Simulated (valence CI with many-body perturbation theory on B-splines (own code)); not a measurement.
W XLIV: fill in the table

Calculated by relativistic CI+MBPT: three valence electrons over a frozen Dirac-Fock core [Ar] 3d10, a basis of 11 s, 11 p, 9 d, 7 f, 5 g, 2 h, 1 i functions for each j, with the one-electron correlation potential Σ1 (screened to all orders), the two-electron term Σ2, the three-electron term Σ3, Breit, model QED; selected single and double excitations, second order for the rest (own B-spline code, finite nucleus).

No measured spectrum was set against this ion. As an estimate, large intervals hold to a few tenths of a per cent, small ones and those within an open d or f shell to about a per cent.

```csv
Level,E (cm⁻¹)
(4s^2 4p1/2) J=1/2,0
(4s 4p1/2^2) J=1/2,780420
(4s^2 4p3/2) J=3/2,791940
(4s 4p1/2 4p3/2) J=3/2 [a],?
(4s 4p1/2 4p3/2) J=5/2,?
(4s 4p1/2 4p3/2) J=3/2 [b],1629700
(4s 4p1/2 4p3/2) J=1/2,?
(4s^2 4d3/2) J=3/2,?
(4s^2 4d5/2) J=5/2,2207300
(4s 4p3/2^2) J=5/2,?
(4p1/2^2 4p3/2) J=3/2,2412900
(4s 4p3/2^2) J=1/2,2441800
(4s 4p3/2^2) J=3/2,2471400
(4s 4p1/2 4d3/2) J=3/2 [a],2703000
(4s 4p1/2 4d3/2) J=5/2,2759200
(4s 4p1/2 4d3/2) J=1/2,2865100
(4s 4p1/2 4d3/2) J=3/2 [b],2873400
(4s 4p1/2 4d5/2) J=5/2 [a],?
(4s 4p1/2 4d5/2) J=7/2,2976200
(4s 4p1/2 4d5/2) J=3/2,3016500
```

Levels are named by their leading jj configuration (3d3/2^4 stands for four electrons in 3d with j = 3/2), which in mixed levels can hold well under half, so a name can repeat and another be missing. Letters in brackets count levels of one name in rising energy.

Task: The levels stand in rising order. What does the calculation give for the missing energies?

Result: (4s 4p1/2 4p3/2) J=3/2 [a] 1466500; (4s 4p1/2 4p3/2) J=5/2 1534000; (4s 4p1/2 4p3/2) J=1/2 1650100; (4s^2 4d3/2) J=3/2 2087900; (4s 4p3/2^2) J=5/2 2347500; (4s 4p1/2 4d5/2) J=5/2 [a] 2934300.
